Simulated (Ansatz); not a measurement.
Cartesian coordinates in Å:
```
B -1.0099 -1.0358 -1.0372
N -0.2657 -0.2964 -0.1046
Si 0.8607 1.0584 -0.2595
O 1.1244 1.1156 1.3851
Al 0.0502 -0.1965 1.6687
F -0.4201 -0.9613 3.0290
H -0.9400 -0.7758 -2.2092
H -1.7197 -1.9318 -0.6683
H 2.0868 0.7274 -1.0238
H 0.2335 2.2962 -0.7803
```

Charge 0, multiplicity 1.

List the PBE0/def2-TZVPP orbital energies in eV (Ansatz). (An estimate is asked.)

Computed: Occupied: -1803.54, -1528.99, -673.88, -522.60, -391.20, -184.54, -145.75, -114.85, -100.45, -100.41, -100.38, -74.96, -74.80, -74.79, -32.89, -27.51, -23.36, -15.52, -14.42, -13.51, -12.50, -12.46, -11.76, -11.67, -11.54, -10.98, -9.81, -9.24, -8.84, -8.34. Lowest empty: -1.27, -0.79, 0.01, 0.17, 1.00, 1.71, 1.97, 2.59.
